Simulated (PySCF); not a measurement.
Correlation energy of Kr (krypton, neutral)

[Kr], closed-shell 1S. Computed with PySCF 2.14 in x2c-TZVPPall with one added diffuse shell each of s, p, d type (7s6p5d1f, 57 functions), with the spin-free X2C one-electron Hamiltonian (Gaussian nucleus). Frozen: [Ne]; 26 electrons correlated.

```json
{"level": "CCSD", "correlation energy (mhartree)": "-353.33"}
{"level": "(T)", "correlation energy (mhartree)": "-9.21"}
{"level": "CCSD(T)", "correlation energy (mhartree)": "-362.54"}
```

Diagnostics: T1 = 0.0027, D1 = 0.0062, largest double amplitude 0.029.

Cost of the coupled-cluster step: roughly 5 core-seconds, for 26 correlated electrons.

Iterations:

```
CC2 = 0
CCSD nocc = 13, nmo = 52
frozen orbitals [0, 1, 2, 3, 4]
max_cycle = 100
direct = 0
conv_tol = 1e-08
conv_tol_normt = 1e-06
diis_space = 8
diis_start_cycle = 0
Init t2, MP2 energy = -2788.53527921276  E_corr(MP2) -0.35549032694372
Init E_corr(CCSD) = -0.355490326946433
cycle = 1  E_corr(CCSD) = -0.346506686712897  dE = 0.00898364023  norm(t1,t2) = 0.0246101
cycle = 2  E_corr(CCSD) = -0.353422229921224  dE = -0.00691554321  norm(t1,t2) = 0.00608922
cycle = 3  E_corr(CCSD) = -0.353016883016418  dE = 0.000405346905  norm(t1,t2) = 0.00173076
cycle = 4  E_corr(CCSD) = -0.353342101686359  dE = -0.00032521867  norm(t1,t2) = 0.000505289
cycle = 5  E_corr(CCSD) = -0.353341767134953  dE = 3.34551406e-07  norm(t1,t2) = 8.0679e-05
cycle = 6  E_corr(CCSD) = -0.353331982937003  dE = 9.78419795e-06  norm(t1,t2) = 1.40799e-05
cycle = 7  E_corr(CCSD) = -0.353332442200097  dE = -4.59263094e-07  norm(t1,t2) = 4.55119e-06
cycle = 8  E_corr(CCSD) = -0.353332693049294  dE = -2.50849197e-07  norm(t1,t2) = 5.53137e-07
cycle = 9  E_corr(CCSD) = -0.3533326560332  dE = 3.70160941e-08  norm(t1,t2) = 1.06971e-07
cycle = 10  E_corr(CCSD) = -0.353332652139504  dE = 3.89369581e-09  norm(t1,t2) = 1.44373e-08
CCSD converged
E(CCSD) = -2788.53312153796  E_corr = -0.3533326521395039
CCSD(T) correction = -0.00921271858686341
```

This basis was not built for core-valence correlation, so the inner-shell part is incomplete.
